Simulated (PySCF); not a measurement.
Species: C₇H₁₁O (doublet state).
Z-matrix (Å and degrees, GFN2-xTB geometry), rows numbered from 1:
```
C 
C   1  1.3577
C   2  1.3907  1  135.53
C   3  1.4975  2   94.00  1   179.96
C   4  1.5263  3  115.19  2  -116.54
C   4  1.5388  3  114.51  2   114.59
O   6  1.4047  4  112.75  3  -169.21
C   2  1.5158  1  132.09  3   179.97
H   1  1.0755  2  121.05  3    -0.13
H   1  1.0754  2  121.27  3  -179.98
H   3  1.0728  2  134.05  1     0.68
H   5  1.0873  4  110.51  3    53.09
H   5  1.0878  4  109.88  3   -66.87
H   5  1.0877  4  109.93  3   173.81
H   6  1.1003  4  109.22  3   -45.68
H   6  1.0923  4  109.85  3    73.10
H   7  0.9643  6  108.32  4    56.23
H   8  1.0903  2  114.31  1    63.54
H   8  1.0883  2  114.84  1   -63.97
```

The hyperfine couplings belong to this conformer and change with its torsions.

As a line formula: `[C@]1(CO)(CC(=C1)[CH2])C` [radical].

Theory: PySCF 2.14.0, UKS B3LYP, pcH-1 on C H O, non-relativistic, mean-field spin-orbit, GIAO. One conformer (not necessarily the lowest) at the GFN2-xTB geometry, without solvent, vibrations or thermal averaging. The geometry wasn't refined by DFT: couplings that depend on bond lengths, twists or pyramidal angles can differ widely from those at the functional's own minimum. Stability of the SCF solution: not tested. ⟨S²⟩ is 0.776 where a pure state has 0.75.

Question: Predict the first-order ENDOR lines of H11, H10, H9, H19, H18, H15, H16 and H12/H13/H14 under fast tumbling at B = 1218.2 mT (Q band).

Answer: For S = 1/2 in fast tumbling each set of equivalent nuclei gives two lines, ν± = |νn ± a/2| to first order, with νn = g_N μN B/h and μN/h = 7.62259 MHz/T.

```json
{"nuclei": "H11", "isotope": "1H", "g_N": "5.5857", "νn (MHz)": "51.87", "a_iso (MHz)": "-40.99", "lower line (MHz)": "31.37", "upper line (MHz)": "72.36"}
{"nuclei": "H10", "isotope": "1H", "g_N": "5.5857", "νn (MHz)": "51.87", "a_iso (MHz)": "-39.89", "lower line (MHz)": "31.92", "upper line (MHz)": "71.81"}
{"nuclei": "H9", "isotope": "1H", "g_N": "5.5857", "νn (MHz)": "51.87", "a_iso (MHz)": "-38.20", "lower line (MHz)": "32.77", "upper line (MHz)": "70.97"}
{"nuclei": "H19", "isotope": "1H", "g_N": "5.5857", "νn (MHz)": "51.87", "a_iso (MHz)": "-15.64", "lower line (MHz)": "44.05", "upper line (MHz)": "59.69"}
{"nuclei": "H18", "isotope": "1H", "g_N": "5.5857", "νn (MHz)": "51.87", "a_iso (MHz)": "-15.17", "lower line (MHz)": "44.28", "upper line (MHz)": "59.45"}
{"nuclei": "H15", "isotope": "1H", "g_N": "5.5857", "νn (MHz)": "51.87", "a_iso (MHz)": "-2.23", "lower line (MHz)": "50.75", "upper line (MHz)": "52.98"}
{"nuclei": "H16", "isotope": "1H", "g_N": "5.5857", "νn (MHz)": "51.87", "a_iso (MHz)": "-1.83", "lower line (MHz)": "50.95", "upper line (MHz)": "52.78"}
{"nuclei": "H12/H13/H14", "isotope": "1H", "g_N": "5.5857", "νn (MHz)": "51.87", "a_iso (MHz)": "1.41", "lower line (MHz)": "51.16", "upper line (MHz)": "52.57"}
```

Question: Which pairs are centred on the nuclear Larmor frequency, and which on half the coupling?

Answer: Centred on νn, since |a| < 2νn: H11, H10, H9, H19, H18, H15, H16 and H12/H13/H14. No pair has |a| > 2νn.

Question: At what field would the lower line of H10 fall to zero frequency?

Answer: Where νn = |a|/2, that is B = 19.95 MHz/(5.5857 × 7.62259 MHz/T) = 468 mT, as far as first order holds there.

Means are taken over nuclei equivalent by connectivity, which assumes that they swap fast. H9 and H10 aren't averaged: C1 is flat or nearly so (angle sum 360°), and its turn about the short C1–C2 bond (1.36 Å) is taken as slow. The three 1H nuclei of mean +1.4 MHz run from -2.2 to 8.4 MHz in the frozen geometry.

Time: 77 s (with the writing of density and orbital grids); peak memory 1.1 GiB. Hardware: one thread, Arm Neoverse V2 (aarch64), shared host.
